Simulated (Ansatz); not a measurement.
Isolated molecules relaxed with PBE0-D4/def2-TZVP in Ansatz; ΔE leaves out vibrations. CCSD(T)/CBS adds triple-zeta CCSD(T) − MP2 to the extrapolated MP2 energy (def2 sets, frozen cores). DFT in def2-TZVPP. B3LYP here is the variant with VWN-RPA as its local correlation; programs differ in this. Each species was taken in one conformer, which may not be the lowest.

`F[SiH2]O[SiH](Cl)Cl` + `F[SiH](F)S[SiH3]` → `F[SiH](F)S[SiH](Cl)Cl` + `F[SiH2]O[SiH3]`  (redistribution)

(1) Is it downhill or uphill in electronic energy at CCSD(T)/CBS, and by how much? (Estimate.)

(2) What do these levels give: PBE-D4, r2SCAN-D4, B3LYP-D4, ωB97X-V, PBE, r2SCAN, PBE0, SCS-MP2/def2-TZVPP, CCSD/def2-TZVPP, CCSD(T)/def2-TZVPP, MP2/def2-QZVPP, SCS-MP2/def2-QZVPP? (Estimate.)

Largest T1 diagnostic among the species: 0.012.

Answers

(1) The calculation gave: Uphill: ΔE = +21.8 kJ/mol.

(2) The calculation gave: PBE-D4 20.0, r2SCAN-D4 23.0, B3LYP-D4 20.6, ωB97X-V 22.3, PBE 21.4, r2SCAN 23.3, PBE0 23.0, SCS-MP2/def2-TZVPP 20.2, CCSD/def2-TZVPP 23.8, CCSD(T)/def2-TZVPP 22.7, MP2/def2-QZVPP 19.4, SCS-MP2/def2-QZVPP 20.0 kJ/mol.

In def2-TZVPP, CCSD(T) changes the Hartree–Fock value by −4.2 kJ/mol (the triples alone add −1.1 kJ/mol) and MP2 by −7.1 kJ/mol.
